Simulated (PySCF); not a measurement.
**Spin states and ions at one geometry of Pb3**

PySCF 2.14.0, UKS BP86, Pb def2-SVP with ECP60; non-relativistic Hamiltonian with scalar-relativistic core potentials where named; density fitting; no spin-orbit coupling; singlets restricted, open shells unrestricted. The geometry is relaxed for charge 0, triplet, vacuum:

```xyz
3

Pb    1.7524    0.0000    0.0000
Pb   -0.8762    1.5176    0.0000
Pb   -0.8762   -1.5176    0.0000
```

Energies count from the relaxed state; an electron taken off or put on is at rest in vacuum. Charges and spins are Mulliken's.

| state | energy (eV) | spin squared | charge on Pb1 (e) | spin on Pb1 (e) | dipole about the centre of mass (D) |
| --- | --- | --- | --- | --- | --- |
| charge 0, triplet, vacuum | 0.00 | 2.00 | 0.00 | 0.67 | 0.00 |
| charge +1, doublet, vacuum | 7.10 | 1.75 | 0.33 | 0.33 | 0.00 |
| charge +1, quartet, vacuum | 6.85 | 3.75 | 0.33 | 1.00 | 0.00 |
| charge -1, doublet, vacuum | -1.79 | 0.76 | -0.35 | -0.02 | 0.15 |
| charge -1, quartet, vacuum | -0.74 | 3.81 | -0.28 | 0.35 | 0.65 |

Q: What does the state charge 0, quintet, vacuum give?

A: energy (eV) 1.42, spin squared 6.00, charge on Pb1 (e) -0.13, spin on Pb1 (e) 1.68, dipole about the centre of mass (D) 1.31.

With an electron taken off (quartet, the lower of the two states computed) the charges change, summed by element, by Pb +1.00 e. The vertical ionisation energy is 6.85 eV, against −ε(HOMO) = 4.60 eV over both spins of the relaxed state. The level lies 2.2 eV too high, as is usual for semilocal functionals and global hybrids, which keep a self-interaction error.

With an electron put on (doublet, the lower of the two states computed) the charges change, summed by element, by Pb -1.00 e. The vertical electron affinity is 1.79 eV, against −ε(LUMO) = 4.00 eV over both spins of the relaxed state. The basis has no diffuse functions, which an added electron needs. The added electron's level lies above zero.

Open shells may have lower solutions than those found. Hard to converge, so the more doubtful: charge 0, quintet, vacuum; charge -1, doublet, vacuum. Strongly mixed with higher spins, so no pure states, and their order against close states isn't settled: charge +1, doublet, vacuum.
